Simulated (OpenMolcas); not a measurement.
# 5d³ along the 71-electron sequence

* Program: OpenMolcas 26.06
* Method: SS-RASPT2, IPEA 0.25 Eh, imaginary shift 0.1 Eh
* Basis: ANO-RCC-VQZP
* Scalar Hamiltonian: DKH2, point nucleus
* Spin-orbit coupling: state interaction with AMFI integrals over the reference wave functions, term energies averaged over their components

Active space for each ion: 9 electrons in 8 orbitals (RAS1 5p, at most 2 holes; RAS2 5d); closed shells correlated by CASPT2: 5s.

Computed levels in cm-1 above ⁴F_3/2:

| Level | Ta2+ | W3+ | Re4+ | Os5+ | Ir6+ | Pt7+ |
| --- | --- | --- | --- | --- | --- | --- |
| ⁴F_5/2 | 2880 | 3940 | 5180 | 6560 | 8270 | 10200 |
| ⁴F_7/2 | 5470 | 7350 | 9450 | 11690 | 14320 | 17170 |
| ²P_1/2 | 9540 | 11770 | 24440 | 29510 | 34850 | 40410 |
| ²G_7/2 | 12510 | 16150 | 19770 | 23480 | 27630 | 32100 |
| ²H_9/2 | 13510 | 17080 | 20750 | 24590 | 28990 | 33760 |
| ⁴P_5/2 | 14830 | 18290 | 21880 | 25560 | 29620 | 33920 |
| ⁴P_1/2 | 15090 | 19090 | 14740 | 17280 | 19860 | 22560 |
| ²H_11/2 | 18610 | 23290 | 28030 | 32890 | 38230 | 43850 |
| ²D_5/2(1) | 19300 | 24860 | 30420 | 35870 | 41770 | 47920 |
| weight of ⁴F in the lowest level (%) | 87 | 85 | 84 | 82 | 79 | 76 |

Mixed levels, with the weight of the term that names them: Ta2+ ²P_1/2 (58 %), Ta2+ ²H_9/2 (50 %), Ta2+ ⁴P_1/2 (58 %), W3+ ²P_1/2 (51 %), W3+ ²H_9/2 (55 %), W3+ ⁴P_1/2 (51 %), Re4+ ²P_1/2 (63 %), Re4+ ²H_9/2 (56 %), Re4+ ⁴P_1/2 (63 %), Os5+ ²P_1/2 (67 %), Os5+ ²H_9/2 (56 %), Os5+ ⁴P_1/2 (67 %), Ir6+ ²P_1/2 (68 %), Ir6+ ²H_9/2 (55 %), Ir6+ ⁴P_1/2 (68 %), Pt7+ ²P_1/2 (68 %), Pt7+ ²G_7/2 (74 %), Pt7+ ²H_9/2 (54 %), Pt7+ ⁴P_1/2 (68 %).

Measured, with the error of the calculation in %. Measured levels: W3+ from the list in J. Phys. B 45, 035001 (2012); Re4+ from the list in Brasseur, Gamrath and Quinet, At. Data Nucl. Data Tables 157, 101636 (2024); Os5+ from the list in Brasseur, Palmeri and Quinet, Atoms 13, 11 (2025).

```csv
Level,W3+,Re4+,Os5+
⁴F_5/2,3537 (+11.3),4853 (+6.8),6397 (+2.6)
⁴F_7/2,6745 (+8.9),8973 (+5.4),11444 (+2.2)
²P_1/2,,23669 (+3.3),28860 (+2.3)
²G_7/2,15261 (+5.8),19013 (+4.0),22920 (+2.5)
²H_9/2,,19967 (+3.9),24028 (+2.3)
⁴P_5/2,17190 (+6.4),20922 (+4.6),24828 (+2.9)
⁴P_1/2,,14325 (+2.9),16772 (+3.0)
²H_11/2,22223 (+4.8),27077 (+3.5),32156 (+2.3)
²D_5/2(1),22766 (+9.2),28739 (+5.8),34418 (+4.2)
```

The fine-structure level ⁴F_7/2 changes by a factor of 3.14 from Ta2+ to Pt7+. Its fourth root runs 8.60, 9.26, 9.86, 10.40, 10.94, 11.45, with steps per unit of Z of 0.66, 0.60, 0.54, 0.54, 0.51; equal steps would mean a (Z - σ)^4 law with constant σ.

²P_1/2 changes by a factor of 4.24 over the same range, with steps per unit of Z of +2230, +12700, +5070, +5340, +5560 cm-1.

CASPT2 does not keep the components of a term degenerate, so their means are used; among the terms shown or strongly mixed into the levels shown the widest spread is 340 cm-1 (5d³ ²G, W3+). Over all roots computed the reference weight is 0.91 to 0.96 in W3+; the roots of lowest weight are the least certain, and an intruder state may touch them. Active for correlation alone: 5p; no level in the range computed is led by a configuration that opens it, so any true level of that kind is missing. The CASPT2 spread within a term exceeds the gap to the next term for 5d³ ⁴P and 5d³ ²G, so the order of their levels is uncertain (holds for W3+). Measured partners are found by configuration, term and J. A level has none where our copy of the source lacks it or the pairing is in doubt (some pairs that miss far off the trend of their configuration count as doubtful), and it then counts in no deviation. Only configurations of the active space appear.

A number in round brackets counts repeated terms of one configuration in the order of the reference energies.
